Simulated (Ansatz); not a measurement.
Wavefunction ladder for C$_{2}$H$_{5}$GeN (`C1=[N][GeH2][CH2]1`)

Cartesian coordinates in Å:
```
C -1.0459 -0.0258 0.6264
N -0.1481 -0.1084 1.5328
Ge 1.2083 -0.0365 0.1901
C -0.5145 0.0667 -0.7859
H -2.1158 -0.0235 0.8731
H 2.0559 -1.3125 0.0542
H 2.1033 1.2132 0.2374
H -0.7883 -0.7727 -1.4283
H -0.7550 0.9995 -1.2998
```

The species carries charge 0 and has multiplicity 1. Correlated methods include outer-core shells of Ge, which these sets cover unevenly. Scalar relativity is left out up to krypton. The structure was optimised at the PBE0-D4/def2-TZVP level. Frozen core, restricted reference, Ansatz.

| basis | HF (Eh) | MP2 corr. |
| --- | --- | --- |
| def2-SVP | -2208.04367 | -0.65877 |
| def2-TZVPP | -2208.46408 | -0.78066 |
| def2-QZVPP | -2208.51199 | -1.07821 |

Q: Estimate the CCSD correlation energy and the (T) correction in each basis where they were run (hartree).

A: 
| basis | CCSD corr. | (T) |
| --- | --- | --- |
| def2-SVP | -0.68601 | -0.02502 |
| def2-TZVPP | -0.80274 | -0.03663 |
